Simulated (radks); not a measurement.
Question: These are the eigenvalues of the occupied orbitals of an atom or ion with whole-number occupations (hartree). Calculated with a radial shooting solver on a logarithmic mesh with Libxc functionals: non-relativistic Kohn-Sham, TPSS, spin-unpolarised, spherical densities, point nucleus; meta-GGA in the generalised Kohn-Sham scheme.

| orbital | eigenvalue |
|---|---|
| 1s | -146.7177 |
| 2s | -17.06947 |
| 2p | -14.22677 |
| 3s | -3.37261 |
| 3p | -2.63680 |
| 5p | -0.46326 |

Which element is it, and in what charge state? The configuration may be excited.

Answer: Z = 20, calcium, charge +3: Ca3+ in [Ne] 3s2 3p4 5p1. The list shows which subshells hold electrons but not how many an open one holds; the 1s level, -146.72 hartree, gives Z - s = 17.1 by -(Z - s)^2/2, which with screening narrows Z to a few neighbours, and the depths of the outer levels then fix element, charge and occupations together.
